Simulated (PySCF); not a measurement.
# Potassium: a sound run and one with changed settings

Sound run: K [Ar] 4s1, K⁺ [Ar]. Computed with PySCF 2.14 in x2c-SVPall (5s3p2d, 24 functions), with scalar relativity by spin-free X2C-1e. The sound run starts from symmetry-adapted Hartree-Fock orbitals and uses a fine grid where one is needed.

Changed run: radial step 1.2 in ln r (0.13 in the sound run). This setting is unsound on purpose.

```csv
species,method,sound run (hartree),changed run (hartree),converged
K,UHF,-601.36126,-601.36126,yes
K,TPSS,-602.14243,-601.02523,yes
K,PBE0,-601.95846,-601.18468,yes
K⁺,UHF,-601.21443,-601.21443,yes
K⁺,TPSS,-601.98596,-600.87688,yes
K⁺,PBE0,-601.79751,-601.02903,yes
```

Ionisation energy of K:

| method | sound run (eV) | changed run (eV) |
| --- | --- | --- |
| UHF | 3.995 | 3.995 |
| TPSS | 4.258 | 4.037 |
| PBE0 | 4.380 | 4.235 |

A coarse radial grid mis-integrates the density and the exchange-correlation energy, with errors of either sign; Hartree-Fock needs no grid.

For comparison, NIST gives 4.341 eV between the lowest levels.
